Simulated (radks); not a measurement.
The numbers below are computed, except where a source is named.
Species: the bromine ion Br4+. Configuration: [Ar] 3d10 4s2 4p1. Code: a radial shooting solver on a logarithmic mesh with Libxc functionals. Model: non-relativistic Kohn-Sham, LB94 model potential, spin-polarised, spherical densities, point nucleus; open shells are filled with parallel spins first.

Normalised radial functions P(r) = r R(r), r in bohr:

| r | 3p up |
|---|---|
| 0.001637 | 0.0012 |
| 0.002422 | 0.0027 |
| 0.003585 | 0.0058 |
| 0.005305 | 0.0123 |
| 0.007851 | 0.0258 |
| 0.01162 | 0.0528 |
| 0.0172 | 0.1049 |
| 0.02545 | 0.1987 |
| 0.03766 | 0.3506 |
| 0.05574 | 0.5554 |
| 0.08249 | 0.7406 |
| 0.1221 | 0.7249 |
| 0.1807 | 0.2808 |
| 0.2674 | -0.5769 |
| 0.3957 | -1.3209 |
| 0.5856 | -1.3458 |
| 0.8667 | -0.7605 |
| 1.283 | -0.2195 |
| 1.898 | -0.0265 |
| 2.809 | -0.0009 |
| 4.157 | 0.0000 |

3p up: eigenvalue -237.39 eV, 1 radial node at r = 0.208 bohr, <r> = 0.568 bohr, 90 % of the charge inside 0.866 bohr.
